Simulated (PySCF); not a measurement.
**SMILES CSC1=CC=C(Cl)[SiH2]1, C5H7ClSSi**

Geometry (Å), atoms numbered from 1 in this order:
```xyz
15

C     2.749   -0.092    0.033
S     1.679   -0.127   -1.434
C     0.098   -0.049   -0.708
C    -1.036   -0.093   -1.440
C    -2.278   -0.004   -0.708
C    -2.157    0.115    0.625
Cl   -3.506    0.236    1.686
Si   -0.339    0.128    1.134
H     2.551    0.808    0.606
H     2.570   -0.976    0.637
H     3.772   -0.087   -0.330
H    -1.050   -0.188   -2.515
H    -3.220   -0.035   -1.233
H     0.063   -1.030    1.927
H     0.103    1.401    1.700
```

Method: PySCF, GIAO OLYP/cc-pVDZ magnetisability, rotational g tensor and spin-rotation constants, non-relativistic, gas phase. Geometry: GFN2-xTB.

Q: Give the nuclear spin-rotation constants along the inertial axes (H = +C I·J) beside the isotropic shieldings.

A: Rotational constants 3.3655, 0.6059, 0.5184 GHz. A star marks the isotopologue with that one atom substituted, in its own axes.
| atom | isotope | Caa (kHz) | Cbb (kHz) | Ccc (kHz) | mean (kHz) | σ (ppm) |
| --- | --- | --- | --- | --- | --- | --- |
| Cl7 | 35Cl | 0.470 | 0.223 | 0.107 | 0.267 | 744.8 |
| H9 | 1H | -0.240 | -0.051 | -0.018 | -0.103 | 29.5 |
| H10 | 1H | -0.275 | -0.056 | -0.006 | -0.113 | 29.4 |
| H11 | 1H | 0.111 | -0.067 | -0.060 | -0.005 | 29.7 |
| H12 | 1H | -0.211 | 0.046 | -0.064 | -0.076 | 25.5 |
| H13 | 1H | -0.035 | 0.017 | -0.064 | -0.027 | 25.1 |
| H14 | 1H | -0.317 | -0.026 | -0.005 | -0.116 | 27.4 |
| H15 | 1H | -0.317 | -0.028 | -0.003 | -0.116 | 27.3 |
| C1 | 13C* | 0.464 | 0.070 | 0.081 | 0.205 | 171.2 |
| S2 | 33S* | 0.665 | 0.201 | 0.143 | 0.336 | 473.7 |
| C3 | 13C* | 1.393 | 0.225 | 0.087 | 0.568 | 53.7 |
| C4 | 13C* | 1.288 | 0.208 | 0.076 | 0.524 | 70.3 |
| C5 | 13C* | 1.493 | 0.196 | 0.086 | 0.591 | 57.5 |
| C6 | 13C* | 1.440 | 0.178 | 0.095 | 0.571 | 63.9 |
| Si8 | 29Si* | -1.494 | -0.310 | -0.283 | -0.696 | 459.5 |

For the geometry as given, no vibrational averaging.
